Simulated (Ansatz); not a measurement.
**What each rung costs, and what it gives**

Saddle point of Si₂H₅F₃, closed shell (Si₂H₄F₂ ([F][SiH]([F])[SiH3]) + HF → SiHF₃ ([F][SiH]([F])[F]) + SiH₄; bonds formed: Si1–F7, Si2–H6; bonds broken: Si1–Si2, H6–F7), PBE0-D4/def2-TZVP structure:

Si1  (-0.217, -1.142, 0.193)
Si2  (-0.057, 1.390, -0.141)
F3  (-0.496, -2.118, -1.021)
F4  (0.240, -1.839, 1.538)
H5  (-1.595, -0.698, 0.542)
H6  (1.146, -0.042, -0.324)
F7  (1.616, -1.070, -0.343)
H8  (-0.508, 1.746, 1.226)
H9  (1.049, 2.296, -0.563)
H10  (-1.178, 1.477, -1.108)
(Å)

Barriers are electronic and count from the start structure reached by relaxing down the imaginary mode.

Ansatz 0.2.0; basis: as named in each row; cores frozen in the correlated methods. B3LYP uses VWN-RPA correlation. Extrapolation: Hartree–Fock as exp(−7.88 √X), correlation as X^−2.97.

Times are rough, for one single point on 8 threads of a shared host (Arm Neoverse V2).

The estimate by CCSD(T) at an estimated basis limit (MP2 extrapolated from triple and quadruple zeta, plus CCSD(T) − MP2 in triple zeta) is 1.528 eV.

```
      method       basis  time (s)  barrier (eV)  method less estimate
          HF      STO-3G   under 1         3.345                 1.817
      PBE-D4      STO-3G   under 1         0.720                -0.808
       SPW92    def2-SVP   under 1         0.526                -1.002
    B3LYP-D4       6-31G   under 1         1.750                 0.222
      PBE-D4    def2-SVP   under 1         0.953                -0.575
     PBE0-D4    def2-SVP   under 1         1.233                -0.295
       SPW92  def2-TZVPP   under 1         0.730                -0.798
      PBE-D4  def2-TZVPP   under 1         1.124                -0.404
     BLYP-D4  def2-TZVPP   under 1         1.330                -0.198
    B3LYP-D4  def2-TZVPP         1         1.461                -0.067
    BHLYP-D4  def2-TZVPP         1         1.682                 0.154
     PBE0-D4  def2-TZVPP         1         1.326                -0.202
CAM-B3LYP-D4  def2-TZVPP         1         1.458                -0.070
   r2SCAN-D4  def2-TZVPP         2         1.168                -0.360
     wB97M-V    def2-SVP         2         1.241                -0.287
     CCSD(T)    def2-SVP         2         1.656                 0.128
  r2SCAN0-D4  def2-TZVPP         2         1.334                -0.194
  RPA on PBE  def2-TZVPP         2         1.511                -0.017
      B2PLYP  def2-TZVPP         2         1.492                -0.036
    PBE-QIDH  def2-TZVPP         2         1.451                -0.077
     wB97X-V  def2-TZVPP         3         1.450                -0.078
      B97M-V  def2-TZVPP         4         1.330                -0.198
     wB97M-V  def2-TZVPP         4         1.368                -0.160
         MP2  def2-QZVPP         8         1.468                -0.060
     CCSD(T)  def2-TZVPP        69         1.534                 0.006
```

All methods are single points on the PBE0-D4 structures.

No T1 diagnostic of these runs exceeds 0.014.

Labels in which every atom is bracketed show which atoms are joined, not bond orders.
